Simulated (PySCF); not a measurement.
Field gradients at the hydrogen positions

Species: C₇H₈S.
Cartesian coordinates in Å at the PBE0-D3(BJ)/def2-SVP level; atoms count from 1:
```xyz
16
C7H8S angstrom
C     -2.8534   -0.9031   -0.4786
S     -2.0735    0.7023   -0.6901
C     -0.4013    0.4111   -0.2162
C      0.1025   -0.8250    0.2049
C      1.4463   -0.9486    0.5596
C      2.3026    0.1472    0.5010
C      1.8005    1.3804    0.0806
C      0.4640    1.5156   -0.2750
H     -3.9047   -0.7621   -0.7639
H     -2.4099   -1.6641   -1.1375
H     -2.8154   -1.2422    0.5670
H     -0.5442   -1.7011    0.2606
H      1.8233   -1.9209    0.8863
H      3.3532    0.0439    0.7800
H      2.4587    2.2511    0.0286
H      0.0789    2.4848   -0.6025
```

Level: PBE0/pcSseg-1 (PySCF, non-relativistic); Q(2H) = 0.00286 b; rigid geometry, the same for H and D, with no vibrational averaging.

Question: Rank these positions by the coupling χzz of a deuteron there, largest first.
A. H16 (aromatic hydrogen)
B. H12 (aromatic hydrogen)
C. H11 (methyl hydrogen)

Answer: B (207 kHz), A (202 kHz), C (194 kHz).

Q: Tabulate Vzz, the asymmetry η and χzz = 234.96 MHz × Q × Vzz for every hydrogen position.

A: 
| atom | bonded to | bond length (Å) | Vzz (au) | η | χzz (kHz) |
| --- | --- | --- | --- | --- | --- |
| H9 | C1 | 1.098 | 0.2929 | 0.05 | 197 |
| H10 | C1 | 1.100 | 0.2886 | 0.02 | 194 |
| H11 | C1 | 1.100 | 0.2886 | 0.02 | 194 |
| H12 | C4 | 1.090 | 0.3075 | 0.09 | 207 |
| H13 | C5 | 1.093 | 0.3037 | 0.07 | 204 |
| H14 | C6 | 1.092 | 0.3063 | 0.07 | 206 |
| H15 | C7 | 1.093 | 0.3038 | 0.06 | 204 |
| H16 | C8 | 1.093 | 0.3009 | 0.09 | 202 |

Q: How does χzz go with the bond length over the 8 C–H bonds?

A: A straight-line fit has a slope of -13.5 kHz for each 0.01 Å, with a correlation coefficient of -0.99, over lengths from 1.090 to 1.100 Å. The longer bonds have the smaller couplings here.

The structure is a single PBE0-D3(BJ)/def2-SVP conformer in the gas phase; no vibrational or solvent corrections. With so small a basis the couplings can be 20 % off.
